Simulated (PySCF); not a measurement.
Compound: C₄H₆BN.
SMILES: `Bn1cccc1`

Jobs on this species (12 atoms, 42 electrons) with PySCF (density fitting). Hardware of each: one thread, Arm Neoverse N1 (aarch64) (shared host). The host was shared with other jobs, so the times are rough. Peak memory is the resident size of the whole Python process, interpreter and libraries included.

```tsv
level and settings	work	basis functions	SCF cycles	wall time	peak memory
B3LYP/pcJ-1	spin–spin couplings from 12 perturbed nuclei, spin–dipole term for 2 of them	222	?	?	?
PBE0/pcSseg-1	shieldings, ring-centre shieldings, charges and field gradients	132	?	?	?
PBE0/IGLO-II	shieldings, ring-centre shieldings	168	14	25 s	0.70 GiB
OPBE/def2-SVPD, damping 0.1 at the start, DIIS from the seventh cycle	6 singlets by TDA, 2 Tamm–Dancoff triplets, polarisability	168	23	55 s	0.50 GiB
```

Problem. Fill in the missing figures.

Solution. 
- B3LYP/pcJ-1; spin–spin couplings from 12 perturbed nuclei, spin–dipole term for 2 of them: 56 s, 0.88 GiB, 14 SCF cycles
- PBE0/pcSseg-1; shieldings, ring-centre shieldings, charges and field gradients: 22 s, 0.61 GiB, 14 SCF cycles

Problem. What do all jobs in the table cost together?

Solution. About 2.6 min; the longest takes about 35 % of that, and about 2.5 times as long as the shortest.
